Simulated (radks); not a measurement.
The numbers below are computed, except where a source is named.
Polarisability of the praseodymium ion Pr8+, [Kr] 4d10 4f1 5s2 5p2, at imaginary frequency. Level of theory: non-relativistic Kohn-Sham, LB94 model potential, spin-polarised, spherical densities, point nucleus; open shells are filled with parallel spins first (spin-orbit coupling, left out, can overturn this in heavy ions); relativity is left out, which matters for an element this heavy (a radial shooting solver on a logarithmic mesh with Libxc functionals). Response by self-consistent Sternheimer equations with the Hartree and adiabatic LDA kernel.

| w (hartree) | alpha1(iw) (bohr^3) |
|---|---|
| 0.00266 | 3.073 |
| 0.0143 | 3.073 |
| 0.0360 | 3.070 |
| 0.0697 | 3.060 |
| 0.118 | 3.036 |
| 0.186 | 2.984 |
| 0.280 | 2.881 |
| 0.413 | 2.695 |
| 0.605 | 2.392 |
| 0.892 | 1.962 |
| 1.35 | 1.448 |
| 2.12 | 0.9493 |
| 3.59 | 0.5454 |
| 6.94 | 0.2443 |
| 17.5 | 0.06262 |

Static values: alpha1 = 3.073 bohr^3 (0.4554 angstrom^3; uncoupled 5.477). C6 = 9.546, triple-dipole C9 = 20.03 atomic units. One-pole (London) frequency 4 C6 / (3 alpha1^2) = 1.348 hartree, against 4.643 for minus the highest occupied eigenvalue.
